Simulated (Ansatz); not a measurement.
Calculated with Ansatz (gas phase, PBE0-D4/def2-TZVP geometries, no zero-point term in ΔE). CCSD(T)/CBS is the MP2 limit (def2-TZVPP, def2-QZVPP) plus CCSD(T) − MP2 in def2-TZVPP, frozen cores. This one scheme is used for every species. DFT in def2-TZVPP. For Ge outer-core shells are correlated without core-valence functions, which leaves a few kJ/mol of doubt a bond. Scalar relativity is left out up to krypton. One conformer a species, not always the lowest.

Reaction (ligand exchange at a Ge–O bond): `C[O][Ge][NH2]` + H–F → `[NH2][Ge][F]` + CH₃OH

| level | ΔE (kJ/mol) |
| --- | --- |
| revPBE-D4 | -32.7 |
| PBE | -39.9 |

**Question.** What does CCSD(T)/CBS give? (Best estimate.)

**Answer.** Ansatz gave: -29.0 kJ/mol. The listed levels differ from it by -3.7, -10.9 kJ/mol.

Largest T1 diagnostic among the species: 0.014.

Leaving LDA and LC-ωPBE aside and taking each functional with its dispersion term where it has one, the values, not all of them listed here, spread over 9.8 kJ/mol, from B97M-V to PBE-QIDH. LDA lies +10.1 kJ/mol from PBE without D4. At CCSD(T), def2-SVP lies −6.6 kJ/mol from the extrapolated value and def2-TZVPP +0.1 kJ/mol.
